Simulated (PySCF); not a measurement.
PySCF input (M06-2X/6-31G* (5d)):

```python
from pyscf import gto, dft

mol = gto.M(
    atom='''
    F     1.91805100    1.24151900    0.19389200
    Si    1.16636800   -0.10978100   -0.28414300
    Si   -1.11685700    0.06426900    0.29269700
    F    -1.86370700   -1.17651400   -0.41368900
    H     1.88475300   -1.24814100    0.35529500
    H    -1.38904600   -0.02285100    1.74741400
    H    -1.67795200    1.32311200   -0.24428600
    ''',
    basis='6-31g*',
    charge=0,
    spin=1,
    verbose=4,
)

mf = dft.UKS(mol, xc='m062x')
mf.grids.level = 4
mf.conv_tol = 1e-9
mf.max_cycle = 100
mf.max_memory = 1500
mf.kernel()
if not mf.converged:
    mf = mf.newton()
    mf.kernel(mf.make_rdm1())
mo, _, stable, _ = mf.stability(return_status=True)
if not stable:
    mf.kernel(mf.make_rdm1(mo, mf.mo_occ))
    stable = mf.stability(return_status=True)[2]
mf.dip_moment()
```

Output:

```
PySCF version 2.14.0

[INPUT] verbose = 4
[INPUT] num. atoms = 7
[INPUT] num. electrons = 49
[INPUT] charge = 0
[INPUT] spin (= nelec alpha-beta = 2S) = 1
[INPUT] symmetry False subgroup None
[INPUT] Mole.unit = angstrom
[INPUT] Symbol           X                Y                Z      unit          X                Y                Z       unit  Magmom
[INPUT]  1 F      1.918051000000   1.241519000000   0.193892000000 AA    3.624591082948   2.346130888444   0.366402777744 Bohr   0.0
[INPUT]  2 Si     1.166368000000  -0.109781000000  -0.284143000000 AA    2.204116080457  -0.207456023681  -0.536952450212 Bohr   0.0
[INPUT]  3 Si    -1.116857000000   0.064269000000   0.292697000000 AA   -2.110553850303   0.121450808300   0.553117167482 Bohr   0.0
[INPUT]  4 F     -1.863707000000  -1.176514000000  -0.413689000000 AA   -3.521895806435  -2.223289241717  -0.781758910745 Bohr   0.0
[INPUT]  5 H      1.884753000000  -1.248141000000   0.355295000000 AA    3.561666982452  -2.358644654841   0.671410243427 Bohr   0.0
[INPUT]  6 H     -1.389046000000  -0.022851000000   1.747414000000 AA   -2.624916514423  -0.043182131672   3.302133886231 Bohr   0.0
[INPUT]  7 H     -1.677952000000   1.323112000000  -0.244286000000 AA   -3.170869730166   2.500319312126  -0.461633636066 Bohr   0.0

nuclear repulsion = 208.989802420469
number of shells = 34
number of NR pGTOs = 168
number of NR cGTOs = 70
basis = 6-31g*
ecp = {}

******** <class 'pyscf.dft.uks.UKS'> ********
method = UKS
initial guess = minao
damping factor = 0
level_shift factor = 0
DIIS = <class 'pyscf.scf.diis.CDIIS'>
diis_start_cycle = 1
diis_space = 8
diis_damp = 0
SCF conv_tol = 1e-09
SCF conv_tol_grad = None
SCF max_cycles = 100
direct_scf = True
direct_scf_tol = 1e-13
number electrons alpha = 25  beta = 24
XC library pyscf.dft.libxc version 7.1.2
    S. Lehtola, C. Steigemann, M. J. T. Oliveira, and M. A. L. Marques,  SoftwareX 7, 1–5 (2018)
XC functionals = m062x
    Y. Zhao and D. G. Truhlar,  Theor. Chem. Acc. 120, 215 (2008)
    Y. Zhao and D. G. Truhlar,  Theor. Chem. Acc. 120, 215 (2008)
radial grids:
    Treutler-Ahlrichs [JCP 102, 346 (1995); DOI:10.1063/1.469408] (M4) radial grids

becke partition: Becke, JCP 88, 2547 (1988); DOI:10.1063/1.454033
pruning grids: <function nwchem_prune>
grids dens level: 4
symmetrized grids: False
atomic radii adjust function: <function treutler_atomic_radii_adjust>
small_rho_cutoff = 0
Set gradient conv threshold to 3.16228e-05
tot grids = 162632
init E= -780.379232774993
  alpha nocc = 25  HOMO = -0.157890835241895  LUMO = -0.0580043241287531
  beta  nocc = 24  HOMO = -0.31202322480599  LUMO = -0.157890835241895

WARN: HOMO -0.157890835241895 >= LUMO -0.157890835241895

cycle= 1 E= -780.26618831344  delta_E= 0.113  |g|= 0.48  |ddm|= 1.66
  alpha nocc = 25  HOMO = -0.273570904293066  LUMO = -0.0227834543300425
  beta  nocc = 24  HOMO = -0.352231085446645  LUMO = -0.111017542622839
  HOMO = -0.273570904293  LUMO = -0.111017542623  gap/eV = 4.42330
cycle= 2 E= -780.244268299058  delta_E= 0.0219  |g|= 0.591  |ddm|= 0.767
  alpha nocc = 25  HOMO = -0.263163102671588  LUMO = -0.00957008975793183
  beta  nocc = 24  HOMO = -0.358870125651659  LUMO = -0.0875793961972127
  HOMO = -0.263163102672  LUMO = -0.0875793961972  gap/eV = 4.77788
cycle= 3 E= -780.356896817216  delta_E= -0.113  |g|= 0.0241  |ddm|= 0.396
  alpha nocc = 25  HOMO = -0.258146986515416  LUMO = -0.00185565243315056
  beta  nocc = 24  HOMO = -0.350197102689831  LUMO = -0.0771803876750767
  HOMO = -0.258146986515  LUMO = -0.0771803876751  gap/eV = 4.92435
cycle= 4 E= -780.357520095415  delta_E= -0.000623  |g|= 0.0124  |ddm|= 0.0538
  alpha nocc = 25  HOMO = -0.26100389927991  LUMO = -0.00271726665970728
  beta  nocc = 24  HOMO = -0.352132975695515  LUMO = -0.0772339408688372
  HOMO = -0.26100389928  LUMO = -0.0772339408688  gap/eV = 5.00064
cycle= 5 E= -780.357647865765  delta_E= -0.000128  |g|= 0.00611  |ddm|= 0.0209
  alpha nocc = 25  HOMO = -0.262160767447636  LUMO = -0.0031252082125186
  beta  nocc = 24  HOMO = -0.352877547496625  LUMO = -0.0776971671406295
  HOMO = -0.262160767448  LUMO = -0.0776971671406  gap/eV = 5.01951
cycle= 6 E= -780.35767858593  delta_E= -3.07e-05  |g|= 0.00175  |ddm|= 0.00984
  alpha nocc = 25  HOMO = -0.262291222351027  LUMO = -0.00297710434861287
  beta  nocc = 24  HOMO = -0.352633407467602  LUMO = -0.0778090071472493
  HOMO = -0.262291222351  LUMO = -0.0778090071472  gap/eV = 5.02002
cycle= 7 E= -780.357685825015  delta_E= -7.24e-06  |g|= 0.000474  |ddm|= 0.00634
  alpha nocc = 25  HOMO = -0.26237335739214  LUMO = -0.00301399207828945
  beta  nocc = 24  HOMO = -0.3526898688054  LUMO = -0.07789864503675
  HOMO = -0.262373357392  LUMO = -0.0778986450368  gap/eV = 5.01981
cycle= 8 E= -780.357686598731  delta_E= -7.74e-07  |g|= 0.000151  |ddm|= 0.00221
  alpha nocc = 25  HOMO = -0.262375758122696  LUMO = -0.00299797639735955
  beta  nocc = 24  HOMO = -0.352660711853254  LUMO = -0.0779090307365178
  HOMO = -0.262375758123  LUMO = -0.0779090307365  gap/eV = 5.01960
cycle= 9 E= -780.357686667512  delta_E= -6.88e-08  |g|= 4.64e-05  |ddm|= 0.00065
  alpha nocc = 25  HOMO = -0.262368784028435  LUMO = -0.00300040401417068
  beta  nocc = 24  HOMO = -0.352660292995859  LUMO = -0.0779054001134742
  HOMO = -0.262368784028  LUMO = -0.0779054001135  gap/eV = 5.01950
cycle= 10 E= -780.357686673549  delta_E= -6.04e-09  |g|= 1.54e-05  |ddm|= 0.000185
  alpha nocc = 25  HOMO = -0.262372382927971  LUMO = -0.00300114534116114
  beta  nocc = 24  HOMO = -0.352660665437008  LUMO = -0.0779081147793814
  HOMO = -0.262372382928  LUMO = -0.0779081147794  gap/eV = 5.01953
cycle= 11 E= -780.357686674132  delta_E= -5.83e-10  |g|= 5.44e-06  |ddm|= 5.69e-05
  alpha nocc = 25  HOMO = -0.262371090576788  LUMO = -0.00300067194598608
  beta  nocc = 24  HOMO = -0.352659663291202  LUMO = -0.0779067093597092
  HOMO = -0.262371090577  LUMO = -0.0779067093597  gap/eV = 5.01953
Extra cycle  E= -780.357686674177  delta_E= -4.52e-11  |g|= 3.53e-06  |ddm|= 1.35e-05
converged SCF energy = -780.357686674177  <S^2> = 0.75281792  2S+1 = 2.0028159
uhf_internal: lowest eigs of H = [0.27242903 0.29230436 0.41445723]
<class 'pyscf.dft.uks.UKS'> wavefunction is stable in the internal stability analysis
Dipole moment(X, Y, Z, Debye): -0.04658, -0.06338,  0.17752
```

The geometry given is a B3LYP-D3(BJ)/def2-TZVP minimum.
